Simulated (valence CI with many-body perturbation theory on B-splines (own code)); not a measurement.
# E1 transitions of Br22+

Level of theory: relativistic CI+MBPT: three valence electrons over a frozen Dirac-Fock core [Ne], radial functions for each j: 11 s, 11 p, 10 d, 8 f, 5 g, 2 h, with the one-electron correlation potential Σ1 (screened to all orders), the two-electron term Σ2, the three-electron term Σ3, Breit, model QED; selected single and double excitations, second order for the rest, scaled by the run's own slope (own B-spline code, finite nucleus).

No measured levels were compared; by estimate levels of excited configurations hold to 0.05 to 0.15 % of their energy, terms of the ground configuration to about 0.5 %.

Lines 51 to 100 of 575 in falling wavelength, among levels below 35.285 Ry, chosen from the strongest by gf and those to the six lowest levels. Wavelengths and rates use the calculated energies, so an error of 500 cm⁻¹ moves a line at 19.98 nm by 0.1 % and its rate by three times that or more. Electric multipoles are in the length gauge with retardation, E1 and E2 with the static RPA response of the core. Weak lines are less certain than strong ones. Lines between different terms over intervals too small for the method are left out, as are lines whose strength nearly cancels. The highest levels of a list are the least certain.

Names give the largest LS component (configuration and term), which can be under half, so a name can repeat, a term be missing and a line seem to break the LS rules; names also repeat where a configuration has a term twice. Letters in brackets count levels of one name in rising energy.

```csv
λ vac (nm),Upper,Lower,A (s⁻¹),S (a.u.) with core polarisation,S without
19.98,3p2 3d 4D_7/2,3s 3p 3d 2D°_5/2 [a],4.75e+09,1.50e-01,1.54e-01
19.96,3p 3d2 4F°_5/2,3s 3d2 4F_7/2,4.65e+09,1.10e-01,1.13e-01
19.94,3p2 3d 2F_7/2 [b],3s 3p 3d 2F°_7/2 [b],6.17e+09,1.93e-01,1.99e-01
19.92,3p2 3d 2F_5/2 [b],3s 3p 3d 2P°_3/2 [a],6.63e+09,1.55e-01,1.60e-01
19.75,3d3 2P_3/2,3p 3d2 2P°_3/2 [b],5.94e+09,9.04e-02,9.28e-02
19.74,3p 3d2 2F°_5/2 [c],3s 3d2 2D_3/2,7.93e+09,1.81e-01,1.86e-01
19.70,3s 3p 3d 2F°_7/2 [a],3s2 3d 2D_5/2,3.97e+09,1.20e-01,1.24e-01
19.69,3p 3d2 4P°_5/2,3s 3d2 4P_5/2,5.54e+09,1.25e-01,1.29e-01
19.66,3p 3d2 4F°_5/2,3s 3d2 4F_5/2,5.21e+09,1.17e-01,1.21e-01
19.65,3p2 3d 4F_7/2,3s 3p 3d 4F°_9/2,9.52e+09,2.85e-01,2.94e-01
19.48,3p2 3d 2F_5/2 [a],3s 3p 3d 4F°_7/2,6.54e+09,1.43e-01,1.48e-01
19.48,3p 3d2 2H°_9/2,3p2 3d 2F_7/2 [b],6.82e+09,2.49e-01,2.56e-01
19.48,3p2 3d 2G_7/2,3s 3p 3d 2F°_5/2 [a],1.19e+10,3.48e-01,3.58e-01
19.37,3p 3d2 2G°_7/2 [a],3s 3d2 4F_5/2,3.54e+09,1.02e-01,1.05e-01
19.33,3p2 3d 4F_3/2,3s 3p 3d 4F°_5/2,9.71e+09,1.39e-01,1.43e-01
19.28,3p2 3d 4F_7/2,3s 3p 3d 4P°_5/2,1.01e+10,2.87e-01,2.95e-01
19.27,3p 3d2 2G°_9/2 [b],3s 3d2 2F_7/2,3.83e+10,1.35e+00,1.39e+00
19.22,3p2 3d 4F_5/2,3s 3p 3d 4F°_7/2,5.60e+09,1.18e-01,1.21e-01
19.19,3p 3d2 2F°_7/2 [b],3s 3d2 2G_9/2,1.26e+10,3.52e-01,3.62e-01
19.15,3p 3d2 4D°_7/2 [b],3s 3d2 4P_5/2,1.04e+10,2.88e-01,2.97e-01
19.06,3p 3d2 2F°_7/2 [b],3s 3d2 2D_5/2,1.20e+10,3.27e-01,3.37e-01
19.05,3p 3d2 2D°_5/2 [b],3s 3d2 2P_3/2,2.74e+10,5.61e-01,5.77e-01
19.01,3p 3d2 4F°_9/2,3s 3d2 4F_9/2,1.15e+10,3.90e-01,4.02e-01
18.96,3p 3d2 4D°_5/2 [b],3s 3d2 4P_3/2,9.59e+09,1.94e-01,1.99e-01
18.94,3p3 2D°_3/2,3s 3p2 4P_5/2,1.01e+10,1.36e-01,1.40e-01
18.88,3p2 3d 2D_5/2 [c],3s 3p 3d 2P°_3/2 [c],5.82e+09,1.16e-01,1.19e-01
18.86,3p2 3d 4F_9/2,3s 3p 3d 4F°_9/2,1.62e+10,5.37e-01,5.53e-01
18.85,3p 3d2 2F°_5/2 [d],3s 3d2 2F_5/2,7.09e+09,1.41e-01,1.45e-01
18.80,3p2 3d 2D_5/2 [c],3s 3p 3d 2D°_5/2 [b],1.43e+10,2.81e-01,2.89e-01
18.77,3p2 3d 4P_5/2,3s 3p 3d 4D°_7/2,1.19e+10,2.32e-01,2.39e-01
18.71,3p2 3d 4F_3/2,3s 3p 3d 4F°_3/2,1.07e+10,1.38e-01,1.43e-01
18.70,3p 3d2 4F°_9/2,3s 3d2 4F_7/2,5.15e+09,1.66e-01,1.71e-01
18.61,3p 3d2 2D°_3/2 [d],3s 3d2 2P_1/2,3.17e+10,4.03e-01,4.15e-01
18.59,3p 3d2 2D°_3/2 [c],3s 3d2 2D_3/2,1.25e+10,1.58e-01,1.63e-01
18.56,3p 3d2 2G°_7/2 [c],3s 3d2 2F_7/2,1.02e+10,2.59e-01,2.66e-01
18.56,3p2 3d 2F_7/2 [a],3s 3p 3d 4F°_7/2,3.53e+09,8.92e-02,9.19e-02
18.55,3p 3d2 4D°_7/2 [a],3s 3d2 4F_9/2,3.39e+09,8.54e-02,8.79e-02
18.53,3s 3p 3d 4F°_3/2,3s 3p2 2D_3/2,1.26e+09,1.58e-02,1.63e-02
18.53,3s 3p2 2P_1/2,3s2 3p 2P°_3/2,8.99e+08,5.64e-03,5.82e-03
18.51,3p2 3d 4P_3/2,3s 3p 3d 4D°_5/2,1.17e+10,1.46e-01,1.50e-01
18.50,3p 3d2 2P°_1/2 [b],3s 3d2 2D_3/2,1.66e+10,1.04e-01,1.07e-01
18.50,3p2 3d 2D_3/2 [c],3s 3p 3d 2P°_3/2 [c],8.58e+09,1.07e-01,1.10e-01
18.45,3p2 3d 4D_7/2,3s 3p 3d 4D°_7/2,5.86e+09,1.45e-01,1.50e-01
18.37,3p 3d2 2G°_7/2 [b],3p2 3d 2F_7/2 [b],4.84e+09,1.18e-01,1.22e-01
18.36,3p 3d2 2G°_7/2 [c],3s 3d2 2F_5/2,3.31e+10,8.07e-01,8.30e-01
18.31,3s 3p2 2D_3/2,3s2 3p 2P°_1/2,8.74e+09,1.06e-01,1.09e-01
18.28,3p2 3d 4F_5/2,3s 3p 3d 4F°_5/2,8.46e+09,1.53e-01,1.58e-01
18.26,3p 3d2 4D°_7/2 [a],3s 3d2 4F_7/2,7.65e+09,1.84e-01,1.89e-01
18.24,3p 3d2 2P°_1/2 [c],3s 3d2 2S_1/2,2.22e+10,1.33e-01,1.37e-01
18.23,3d3 2P_3/2,3p 3d2 2D°_5/2 [b],7.51e+09,8.97e-02,9.21e-02
```
